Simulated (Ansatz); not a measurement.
Geometry optimisation, RKS PBE0-D4/6-31G (Ansatz 0.2.0).

Input:

```yaml
crystal:
  periodic: [false, false, false]
  atoms:
    - { symbol: "N", position_ang: [-2.2774, -1.2005, 1.624] }
    - { symbol: C, position_ang: [-1.596, -0.4681, 1.0331] }
    - { symbol: Si, position_ang: [-0.4153, 0.621, 0.0775] }
    - { symbol: C, position_ang: [1.0986, -0.3873, -0.541] }
    - { symbol: F, position_ang: [1.8979, 0.3914, -1.2371] }
    - { symbol: H, position_ang: [-1.0811, 1.3067, -1.0441] }
    - { symbol: H, position_ang: [0.1497, 1.708, 0.9835] }
    - { symbol: H, position_ang: [0.7269, -1.1626, -1.2309] }
    - { symbol: H, position_ang: [1.5852, -0.855, 0.318] }
basis:
  gaussian: { orbitals: "6-31G" }
hamiltonian:
  xc: pbe0
  dispersion: d4
relax:
  f_tol: 0.02
  max_steps: 40
```

Run as:

```bash
$ ansatz run input.yaml --threads 1 --pin off --max-ram 2048MiB --backend cpu --events-out ev --progress --plain --runs-dir out
```

Problem. Where does it end, and by what steps?

Solution. It converged. Limits of this set-up: no polarisation functions. After 5 steps the energy has fallen by 0.360 eV; F5 moved furthest, 0.08 Å.

```
step  energy less start (eV)  largest force component (eV/Å)  accepted
   0                  0.0000                           3.403       yes
   1                 -0.2964                           1.454       yes
   2                 -0.3517                           0.452       yes
   3                 -0.3586                           0.061       yes
   4                 -0.3598                           0.021       yes
   5                 -0.3600                           0.015       yes
```

```xyz
9
Properties=species:S:1:pos:R:3
N -2.285 -1.167 1.608
C -1.564 -0.448 1.027
Si -0.389 0.666 0.092
C 1.062 -0.429 -0.537
F 1.956 0.448 -1.246
H -1.133 1.269 -1.055
H 0.108 1.714 1.034
H 0.721 -1.207 -1.226
H 1.613 -0.893 0.286
```

Whether the end is a true minimum wasn't checked by a vibrational analysis.

Time of the run: 20 s on 1 thread of Arm Neoverse V1, on a shared host, peak memory 0.15 GiB.
